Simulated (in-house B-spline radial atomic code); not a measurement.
How numerical settings move a run on the vanadium ion V²⁺, [Ar] 3d3. Computed with a B-spline radial code for spherical atoms: Dirac-Hartree-Fock, average of configuration, Fermi nucleus of rms radius 3.6002 fm.

Command:
```bash
python run_scf.py task.json out
```
Settings of the sound reference run:
```
Z                23
electrons        21
configuration    [Ar] 3d3
hamiltonian      dirac
method           hf
spin_polarised   False
nucleus          fermi
rms_radius       3.6002
mass_number      51
atomic_mass      50.94396
speed_of_light   137.036
knot_spacing     0.22
spline_order     8
gauss_points     12
box_radius       22.22
max_iterations   70
damping          0.5
damped_steps     3
diis_vectors     10
tolerance        1e-08
start            Thomas-Fermi
```

Time taken, with all properties: 1.9 s on 1 thread of Arm Neoverse N1, with other jobs on the host.

It converges in 10 iterations to -947.474619 hartree, with 3d5/2 at -28.7781 eV. The other runs change the listed settings, some to values that make no sense; their results aren't properties of the atom or ion. Radii are in bohr (the nuclear one in fm), a minus after a letter asks for a j subshell, and «unchanged» means within 1e-8 hartree. The run stops when the residual is below 10 × tolerance × max(1, Z/10), or a noise floor if that is larger, and the energy moves by less than 1e-8 × √|E| hartree; so very loose and very tight tolerances often act alike.

| changed settings | outcome |
| --- | --- |
| box_radius = 3.33, first_knot = 4.35e-05, max_iterations = 75, damped_steps = 1, tolerance = 0.0001 | converged in 7 iterations, energy +8.40e-02 hartree from the reference, 3d5/2 level +1.7e+00 eV (the program warns: 3d5/2 reaches the box edge; 3s1/2 reaches the box edge) |
| knot_spacing = 0.4 | converged in 10 iterations, energy +1.00e-04 hartree from the reference, 3d5/2 level -3.9e-06 eV |
| damped_steps = 1 | converged in 9 iterations, energy unchanged, 3d5/2 level +1.1e-06 eV |
| knot_spacing = 1 | converged in 10 iterations, energy +3.91e+00 hartree from the reference, 3d5/2 level -3.0e-01 eV |
| electrons = 22, configuration = [Ar] 3d3 4s-1, max_iterations = 75 | stopped with error: j subshells need the Dirac Hamiltonian and l > 0 |
| damped_steps = 0 | converged in 9 iterations, energy unchanged, 3d5/2 level +8.9e-07 eV |
| knot_spacing = 0.3 | converged in 10 iterations, energy +6.69e-07 hartree from the reference, 3d5/2 level -9.6e-07 eV |
| damped_steps = 8 | converged in 14 iterations, energy unchanged, 3d5/2 level -8.2e-07 eV |
| knot_spacing = 2 | converged in 9 iterations, energy +1.26e+02 hartree from the reference, 3d5/2 level -1.8e+01 eV (the program warns: 3d5/2 reaches the box edge; 1s1/2 reaches the box edge) |
| spin_polarised = True | stopped with error: spin polarisation is not served with the Dirac Hamiltonian |
| knot_spacing = 0.75 | converged in 10 iterations, energy +4.97e-01 hartree from the reference, 3d5/2 level -2.3e-02 eV (the program warns: 2s1/2 reaches the box edge) |
| damped_steps = 30 | converged in 25 iterations, energy unchanged, 3d5/2 level -1.9e-06 eV |
| knot_spacing = 0.15 | converged in 10 iterations, energy unchanged, 3d5/2 level -4.4e-07 eV |
| box_radius = 1.33, max_iterations = 5, damping = 0.8, damped_steps = 0 | not converged after 5 iterations, last residual 1.5e-06, last energy +2.03e+01 hartree from the reference |

(1) What happens with knot_spacing = 1.4, max_iterations = 75, diis_vectors = 4?

(2) What happens with tolerance = 1e-06?

(3) What happens with max_iterations = 60, damping = 0.8, diis_vectors = 20, tolerance = 0.0001?

(4) What happens with max_iterations = 100, damping = 0.8, diis_vectors = 0, start = bare nucleus?

## Answers

(1) Converged in 10 iterations, energy +1.69e+01 hartree from the reference, 3d5/2 level -7.7e-02 eV (the program warns: 1s1/2 reaches the box edge; 2s1/2 reaches the box edge).

(2) Converged in 9 iterations, energy unchanged, 3d5/2 level -1.3e-05 eV.

(3) Converged in 9 iterations, energy unchanged, 3d5/2 level -2.9e-04 eV.

(4) Converged in 73 iterations, energy unchanged, 3d5/2 level -2.6e-06 eV.
